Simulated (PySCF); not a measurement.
Sn(F)(Br)(Me)2, C2H6BrFSn, SMILES [F][Sn]([CH3])([Br])[CH3] (PBE0/def2-SVP optimised geometry):

```
11

C      1.966    -0.929     0.000
Sn    -0.168    -0.929     0.000
C     -1.326     0.860     0.000
F     -0.676    -1.887     1.616
Br    -0.972    -2.376    -1.872
H      2.320    -1.580    -0.810
H      2.352     0.089    -0.142
H      2.302    -1.325     0.968
H     -2.352     0.605     0.298
H     -1.334     1.293    -1.010
H     -0.901     1.580     0.713
```

Calculation: PBE0/def2-TZVP, def2 effective core potentials past Kr (PySCF 2.14.0).

Question: What are the frontier orbital energies and the dipole moment?

Answer: HOMO-2 -9.08 eV, HOMO-1 -8.34 eV, HOMO -8.11 eV, LUMO -0.97 eV, LUMO+1 0.02 eV; dipole moment 4.02 D.

On the same geometry PBE/def2-TZVP, def2 effective core potentials past Kr (PySCF) gives HOMO-2 -7.69 eV, HOMO-1 -7.03 eV, HOMO -6.85 eV, LUMO -1.90 eV, LUMO+1 -0.78 eV; dipole moment 3.87 D.
